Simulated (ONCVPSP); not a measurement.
revPBE ONCV dataset for Nd (Z = 60), fully relativistic all-electron reference.

- Element: Nd (Z = 60)
- Generator: ONCVPSP 4.0.1
- Type: optimised norm-conserving Vanderbilt (ONCV)
- Functional: revPBE
- Relativity: fully relativistic
- Frozen core: [Kr] 4d10
- Valence charge: 14
- Reference configuration: 4f3 5s2 5p6 (charge +3)
- Partial waves: 5s: rc 2.10 bohr, ncon 3, nbas 8, qcut 5.3 1/bohr, 1 projector; 5p: rc 2.10 bohr, ncon 4, nbas 8, qcut 7.5 1/bohr, 1 projector; d scattering state at 0.32 Ha: rc 2.20 bohr, ncon 4, nbas 7, qcut 4.9 1/bohr, 2 projectors, debl 2.3 Ha; 4f: rc 1.65 bohr, ncon 4, nbas 9, qcut 12.5 1/bohr, 2 projectors, debl 1.7 Ha
- Local potential: polynomial inside 1.45 bohr (lpopt 5, dvloc0 4 Ha)
- Core correction: none

Open shells are filled in proportion to 2j + 1.

In the d channel the program set the typed energies aside and used 0.050, 2.350 Ha (j = l + 1/2; the other j can differ).

Estimate the cutoffs (Ha) at which the residual kinetic energy of the hardest occupied pseudo-wave falls to 1 and 0.1 mHa per electron.

57 Ha and 63 Ha.

Does the potential have ghost states?

No bound ghost flagged; no localised positive-energy state flagged.

Which valence shell sets the plane-wave cutoff?

4f: 57 Ha for 1 mHa per electron, against 16 Ha for 5p.

Its largest configuration-test error is +261 meV (4f4 5s2 5p6). 3 of 4 tests not solved or not reliable. Not counted: 4f4 5s2 5p6 6s1 (all-electron energy unsafe for a near-neutral lanthanide with less than one 5d electron, printed error +623 meV); 4f4 5s2 5p6 6s1.5 (all-electron energy unsafe for a near-neutral lanthanide with less than one 5d electron, printed error +694 meV).
